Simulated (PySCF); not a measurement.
Electron correlation in K²⁺ (potassium, charge +2)

[Ne] 3s2 3p5, 2P determinant. All numbers are calculated (PySCF 2.14, the non-relativistic Hamiltonian (point nucleus), in def2-TZVP). Frozen: [Ne] 3s2; 5 electrons correlated.

Total MP2 correlation energy: -83.29 mhartree.

Same-spin part -25.14 and opposite-spin part -58.15 mhartree; SCS-MP2 scales them by 1/3 and 6/5 to -78.16 mhartree.

```json
{"level": "CCSD", "correlation energy (mhartree)": "-94.65"}
{"level": "(T)", "correlation energy (mhartree)": "-0.28"}
{"level": "CCSD(T)", "correlation energy (mhartree)": "-94.93"}
```

Diagnostics: T1 = 0.0011, D1 = 0.0019, largest double amplitude 0.018.

Task: Is a single reference adequate?

Result: Yes: T1 lies below 0.03 and no double amplitude reaches 0.07.
